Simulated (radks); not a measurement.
Results of a calculation; reference values are marked as such.
Question: Valence configurations of Nb I (all share [Kr]). Code: a radial shooting solver on a logarithmic mesh with Libxc functionals. Model: scalar-relativistic Kohn-Sham, PBEsol, spin-polarised, spherical densities, point nucleus; open shells are filled with parallel spins first (spin-orbit coupling, left out, can overturn this in heavy ions). Order these by energy: 4d3 5p2; 4d3 5s1 5p1; 4d4 5s0.5 5p0.5; 4d5; 4d2 5s1 5p2; 4d4 5s1; 4d3.5 5s1 5p0.5; 4d3 5s2; 4d1 5s1 5p3; 4d2.5 5p2.5.

Answer: From the lowest, in eV above it: 4d4 5s1 0.000; 4d5 1.123; 4d3 5s2 1.234; 4d3.5 5s1 5p0.5 1.386; 4d4 5s0.5 5p0.5 1.610; 4d3 5s1 5p1 3.181; 4d3 5p2 6.877; 4d2 5s1 5p2 8.106; 4d2.5 5p2.5 9.338; 4d1 5s1 5p3 14.950. NIST lists [Kr] 4d4 5s1 as the ground configuration; this level of theory agrees among the configurations tried. The energies are those of spherical high-spin densities, not of single terms.
